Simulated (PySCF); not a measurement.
# Stretching ScN

Set-up: Sc def2-TZVPP, N def2-TZVPP; no relativity (PySCF 2.14). Energies in eV from Sc (3d1 4s2) + N in their ground configurations at the same level. All curves are PBE0. state 1: ³Σ⁺ (triplet), unpaired electrons σ ↑↑, a second solution, started from another occupation; state 2: ³Π (triplet), unpaired electrons σ ↑, π ↑, a second solution, started from another occupation; state 3: Ms = 0 determinant of mixed spin (⟨S²⟩ near 1.0), unpaired electrons σ ↓, π ↑, a second solution, started from another occupation.

```tsv
R (Å)	state 1	state 2	state 3
1.409	-1.578	0.125	0.173
1.474	-2.519	-1.214	-1.170
1.540	-3.142	-2.160	-2.123
1.589	-3.433	-2.658	-2.626
1.638	-3.597	-3.002	-2.976
1.687	-3.654	-3.220	-3.199
1.753	-3.596	-3.348	-3.336
1.835	-3.358	-3.310	-3.312
1.933	-2.914	-3.064	-3.089
2.064	-2.211	-2.549	-2.632
```

Problem. Put a parabola through the three lowest points of the state 1 curve and estimate Re, k and ωe (reduced mass 10.68 u; 1 eV/Å² = 0.16022 mdyn/Å; ωe = 1302.8·√(k/μ) cm⁻¹).

Solution. Through R = 1.638, 1.687, 1.753 Å the second-order coefficient is 17.8 eV/Å², so Re ≈ 1.695 Å, k ≈ 5.69 mdyn/Å and ωe ≈ 951 cm⁻¹. A polynomial fit of higher order to the unrounded PBE0 energies gives Re = 1.693 Å, k = 5.74 mdyn/Å, ωe = 955 cm⁻¹; anharmonicity and rounding make the difference.

The higher-order fit for each curve: state 1: Re = 1.693 Å, ωe = 955 cm⁻¹, minimum 3.65 eV below the ground-state fragments; state 2: Re = 1.776 Å, ωe = 879 cm⁻¹, minimum 3.36 eV below the ground-state fragments; state 3: Re = 1.782 Å, ωe = 862 cm⁻¹, minimum 3.35 eV below the ground-state fragments.

⟨S²⟩ of the unrestricted solution departs from its pure value on part of the curve, where spin states mix.
